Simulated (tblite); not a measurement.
A geometry optimisation, step by step.

C6H15B2N.
SMILES with atom numbers: `[CH3:1][B:2]([CH3:3])[CH2:4]/[CH:5]=[N:6]\[B:7]([CH3:8])[CH3:9]` (hydrogens: H10, H11, H12 on C1; H13, H14, H15 on C3; H16, H17 on C4; H18 on C5; H19, H20, H21 on C8; H22, H23, H24 on C9)

Computed with GFN2-xTB (tblite), gas phase: L-BFGS steps from a force-field or distance-geometry start until the largest atomic force falls under 0.01 eV/Å. 3 of its 257 geometries are shown.

Step 0: E = -702.2243 eV, largest atomic force 2.948 eV/Å
```
atom  x, y, z in Å  |  force x, y, z in eV/Å
C1     -3.133    1.248   -0.391    0.174  -0.453  -0.219
B2     -2.240   -0.039   -0.133   -1.351  -0.174   2.120
C3     -3.012   -1.433   -0.213   -0.630   1.120  -0.653
C4     -1.105    0.071    0.974   -0.058   0.641  -0.153
C5      0.263   -0.001    0.366    1.046  -0.179   1.922
N6      1.274   -0.001    1.138    1.892  -0.456  -1.915
B7      2.701   -0.059    0.599   -2.825   0.608  -0.581
C8      3.240   -1.280   -0.257    1.143   0.151   0.298
C9      3.316    1.360    0.189   -1.238  -0.255   0.410
H10    -3.565    1.113   -1.393   -0.074   0.743   0.342
H11    -2.557    2.176   -0.275   -0.604  -0.183  -0.289
H12    -3.975    1.228    0.351    0.812   0.121  -0.743
H13    -2.342   -2.148   -0.669   -0.306  -0.596   0.206
H14    -3.908   -1.258   -0.879    0.759  -0.812   0.818
H15    -3.340   -1.720    0.821    0.364  -0.012  -1.247
H16    -1.177    1.107    1.417    0.167  -1.037  -0.004
H17    -1.214   -0.692    1.792    0.293   0.812  -0.705
H18     0.379   -0.047   -0.714   -0.206   0.088  -0.245
H19     2.756   -1.325   -1.256    0.229   0.013   0.788
H20     4.331   -1.053   -0.419   -0.946  -0.663  -0.104
H21     3.150   -2.246    0.243    0.006   0.059  -0.321
H22     2.947    2.103    0.909    0.690   0.094  -0.315
H23     2.805    1.608   -0.777    0.762  -0.150   0.664
H24     4.393    1.309    0.086   -0.097   0.518  -0.074
```

Step 128: E = -704.0537 eV, largest atomic force 0.094 eV/Å
```
atom  x, y, z in Å  |  force x, y, z in eV/Å
C1     -3.293    0.927   -0.656    0.046  -0.007  -0.078
B2     -2.331   -0.016    0.163   -0.075  -0.025  -0.029
C3     -2.668   -1.541    0.363    0.023   0.004   0.047
C4     -0.991    0.581    0.777   -0.077  -0.010  -0.004
C5      0.010    0.870   -0.303   -0.056  -0.001  -0.011
N6      1.157    0.397   -0.332    0.053  -0.040   0.007
B7      2.406   -0.018   -0.045    0.002   0.018   0.019
C8      3.047   -1.349   -0.637   -0.035   0.002  -0.053
C9      3.291    0.944    0.877    0.018   0.009   0.004
H10    -3.812    0.411   -1.465    0.011   0.018   0.065
H11    -2.800    1.800   -1.079   -0.028  -0.005   0.032
H12    -4.069    1.301    0.015    0.005  -0.014  -0.017
H13    -1.961   -2.120   -0.232    0.002  -0.039   0.016
H14    -3.669   -1.839    0.053    0.060   0.072   0.005
H15    -2.526   -1.865    1.393    0.009  -0.008  -0.042
H16    -1.203    1.546    1.247   -0.027   0.010   0.008
H17    -0.513   -0.059    1.518   -0.014  -0.030   0.007
H18    -0.328    1.534   -1.100    0.018   0.025  -0.014
H19     2.381   -1.911   -1.288   -0.036   0.023   0.048
H20     3.932   -1.098   -1.220    0.024  -0.044   0.027
H21     3.371   -2.013    0.163   -0.001   0.013  -0.039
H22     2.700    1.727    1.348    0.027   0.010   0.009
H23     4.065    1.427    0.286    0.042   0.018  -0.001
H24     3.791    0.382    1.662    0.008   0.002  -0.004
```

Step 256: E = -704.1199 eV, largest atomic force 0.009 eV/Å
```
atom  x, y, z in Å  |  force x, y, z in eV/Å
C1     -3.192    0.590   -0.852    0.002   0.002  -0.006
B2     -2.118    0.045    0.163   -0.001   0.001  -0.005
C3     -1.906   -1.499    0.377   -0.003  -0.001   0.000
C4     -1.165    1.049    0.949   -0.004  -0.003   0.001
C5     -0.058    1.369   -0.013   -0.003   0.004   0.004
N6      1.036    0.781   -0.038   -0.002  -0.003   0.005
B7      2.168    0.060    0.040    0.000   0.004  -0.005
C8      2.306   -1.284   -0.814   -0.002  -0.004  -0.002
C9      3.384    0.564    0.943    0.000  -0.001   0.002
H10    -3.021    0.184   -1.848    0.001  -0.003   0.005
H11    -3.225    1.674   -0.939   -0.001  -0.002   0.008
H12    -4.190    0.254   -0.568    0.005   0.001  -0.002
H13    -0.850   -1.752    0.285   -0.004   0.002   0.001
H14    -2.467   -2.131   -0.308    0.002   0.005   0.005
H15    -2.189   -1.786    1.390    0.006  -0.002  -0.006
H16    -1.667    1.979    1.219    0.002   0.002  -0.003
H17    -0.732    0.599    1.841    0.003  -0.002  -0.002
H18    -0.273    2.150   -0.745   -0.002   0.002  -0.004
H19     1.422   -1.500   -1.409    0.002   0.000  -0.001
H20     3.155   -1.226   -1.491    0.000   0.004  -0.001
H21     2.484   -2.137   -0.161   -0.003  -0.004   0.004
H22     3.151    1.467    1.501   -0.003   0.005   0.001
H23     4.257    0.772    0.329    0.002  -0.004   0.001
H24     3.677   -0.202    1.659    0.004   0.000  -0.002
```

**Question.** Summarise the path.

**Answer.** The energy falls by 1.8955 eV from step 0 to step 256; nine tenths of that is first reached at step 60. It rises by more than 0.2 meV at step 131. The largest force goes from 2.948 to 0.009 eV/Å. Among the bonds N6–B7 changes most, from 1.527 to 1.345 Å; the atoms move by 1.376 Å rms after alignment.

**Question.** Follow the three bonds and two angles with the largest change from start to end.

**Answer.** 
```json
{"step": "0", "E above end (eV)": "1.8955", "largest force (eV/Å)": "2.948", "N6–B7 (Å)": "1.527", "C3–H14 (Å)": "1.130", "C8–H20 (Å)": "1.126", "C5–N6–B7 (°)": "122.0", "B2–C3–H14 (°)": "106.1"}
{"step": "11", "E above end (eV)": "0.6751", "largest force (eV/Å)": "0.587", "N6–B7 (Å)": "1.382", "C3–H14 (Å)": "1.086", "C8–H20 (Å)": "1.087", "C5–N6–B7 (°)": "137.2", "B2–C3–H14 (°)": "113.9"}
{"step": "22", "E above end (eV)": "0.3384", "largest force (eV/Å)": "0.250", "N6–B7 (Å)": "1.360", "C3–H14 (Å)": "1.088", "C8–H20 (Å)": "1.086", "C5–N6–B7 (°)": "158.5", "B2–C3–H14 (°)": "114.2"}
{"step": "33", "E above end (eV)": "0.2631", "largest force (eV/Å)": "0.129", "N6–B7 (Å)": "1.349", "C3–H14 (Å)": "1.087", "C8–H20 (Å)": "1.087", "C5–N6–B7 (°)": "162.9", "B2–C3–H14 (°)": "113.7"}
{"step": "45", "E above end (eV)": "0.2235", "largest force (eV/Å)": "0.129", "N6–B7 (Å)": "1.343", "C3–H14 (Å)": "1.088", "C8–H20 (Å)": "1.084", "C5–N6–B7 (°)": "172.0", "B2–C3–H14 (°)": "114.7"}
{"step": "56", "E above end (eV)": "0.1967", "largest force (eV/Å)": "0.130", "N6–B7 (Å)": "1.347", "C3–H14 (Å)": "1.088", "C8–H20 (Å)": "1.086", "C5–N6–B7 (°)": "173.6", "B2–C3–H14 (°)": "114.8"}
{"step": "67", "E above end (eV)": "0.1728", "largest force (eV/Å)": "0.146", "N6–B7 (Å)": "1.349", "C3–H14 (Å)": "1.088", "C8–H20 (Å)": "1.087", "C5–N6–B7 (°)": "175.2", "B2–C3–H14 (°)": "113.7"}
{"step": "78", "E above end (eV)": "0.1639", "largest force (eV/Å)": "0.049", "N6–B7 (Å)": "1.346", "C3–H14 (Å)": "1.088", "C8–H20 (Å)": "1.087", "C5–N6–B7 (°)": "174.5", "B2–C3–H14 (°)": "113.7"}
{"step": "89", "E above end (eV)": "0.1575", "largest force (eV/Å)": "0.050", "N6–B7 (Å)": "1.346", "C3–H14 (Å)": "1.087", "C8–H20 (Å)": "1.086", "C5–N6–B7 (°)": "172.9", "B2–C3–H14 (°)": "114.3"}
{"step": "100", "E above end (eV)": "0.1433", "largest force (eV/Å)": "0.078", "N6–B7 (Å)": "1.347", "C3–H14 (Å)": "1.087", "C8–H20 (Å)": "1.087", "C5–N6–B7 (°)": "173.9", "B2–C3–H14 (°)": "115.4"}
{"step": "111", "E above end (eV)": "0.1045", "largest force (eV/Å)": "0.192", "N6–B7 (Å)": "1.345", "C3–H14 (Å)": "1.088", "C8–H20 (Å)": "1.083", "C5–N6–B7 (°)": "167.6", "B2–C3–H14 (°)": "114.5"}
{"step": "122", "E above end (eV)": "0.0772", "largest force (eV/Å)": "0.118", "N6–B7 (Å)": "1.347", "C3–H14 (Å)": "1.088", "C8–H20 (Å)": "1.089", "C5–N6–B7 (°)": "165.7", "B2–C3–H14 (°)": "114.1"}
{"step": "134", "E above end (eV)": "0.0537", "largest force (eV/Å)": "0.071", "N6–B7 (Å)": "1.346", "C3–H14 (Å)": "1.087", "C8–H20 (Å)": "1.090", "C5–N6–B7 (°)": "169.4", "B2–C3–H14 (°)": "114.5"}
{"step": "145", "E above end (eV)": "0.0444", "largest force (eV/Å)": "0.172", "N6–B7 (Å)": "1.348", "C3–H14 (Å)": "1.088", "C8–H20 (Å)": "1.092", "C5–N6–B7 (°)": "173.7", "B2–C3–H14 (°)": "113.9"}
{"step": "156", "E above end (eV)": "0.0317", "largest force (eV/Å)": "0.048", "N6–B7 (Å)": "1.345", "C3–H14 (Å)": "1.088", "C8–H20 (Å)": "1.088", "C5–N6–B7 (°)": "174.9", "B2–C3–H14 (°)": "113.8"}
{"step": "167", "E above end (eV)": "0.0237", "largest force (eV/Å)": "0.038", "N6–B7 (Å)": "1.344", "C3–H14 (Å)": "1.088", "C8–H20 (Å)": "1.089", "C5–N6–B7 (°)": "176.9", "B2–C3–H14 (°)": "113.7"}
{"step": "178", "E above end (eV)": "0.0223", "largest force (eV/Å)": "0.017", "N6–B7 (Å)": "1.345", "C3–H14 (Å)": "1.088", "C8–H20 (Å)": "1.089", "C5–N6–B7 (°)": "176.3", "B2–C3–H14 (°)": "113.9"}
{"step": "189", "E above end (eV)": "0.0213", "largest force (eV/Å)": "0.026", "N6–B7 (Å)": "1.345", "C3–H14 (Å)": "1.087", "C8–H20 (Å)": "1.089", "C5–N6–B7 (°)": "175.5", "B2–C3–H14 (°)": "114.1"}
{"step": "200", "E above end (eV)": "0.0190", "largest force (eV/Å)": "0.044", "N6–B7 (Å)": "1.345", "C3–H14 (Å)": "1.088", "C8–H20 (Å)": "1.088", "C5–N6–B7 (°)": "175.1", "B2–C3–H14 (°)": "114.1"}
{"step": "211", "E above end (eV)": "0.0133", "largest force (eV/Å)": "0.061", "N6–B7 (Å)": "1.345", "C3–H14 (Å)": "1.086", "C8–H20 (Å)": "1.089", "C5–N6–B7 (°)": "174.3", "B2–C3–H14 (°)": "114.1"}
{"step": "223", "E above end (eV)": "0.0106", "largest force (eV/Å)": "0.037", "N6–B7 (Å)": "1.344", "C3–H14 (Å)": "1.088", "C8–H20 (Å)": "1.088", "C5–N6–B7 (°)": "173.7", "B2–C3–H14 (°)": "114.4"}
{"step": "234", "E above end (eV)": "0.0044", "largest force (eV/Å)": "0.039", "N6–B7 (Å)": "1.345", "C3–H14 (Å)": "1.088", "C8–H20 (Å)": "1.089", "C5–N6–B7 (°)": "174.8", "B2–C3–H14 (°)": "114.9"}
{"step": "245", "E above end (eV)": "0.0013", "largest force (eV/Å)": "0.045", "N6–B7 (Å)": "1.344", "C3–H14 (Å)": "1.088", "C8–H20 (Å)": "1.089", "C5–N6–B7 (°)": "174.5", "B2–C3–H14 (°)": "114.5"}
{"step": "256", "E above end (eV)": "0.0000", "largest force (eV/Å)": "0.009", "N6–B7 (Å)": "1.345", "C3–H14 (Å)": "1.087", "C8–H20 (Å)": "1.088", "C5–N6–B7 (°)": "173.8", "B2–C3–H14 (°)": "114.5"}
```

What follows is the cost of the whole relaxation. The run took 2.2 s wall on one thread of an Arm Neoverse V1, no GPU, shared host with 32 logical CPUs at a one-minute load of 25.
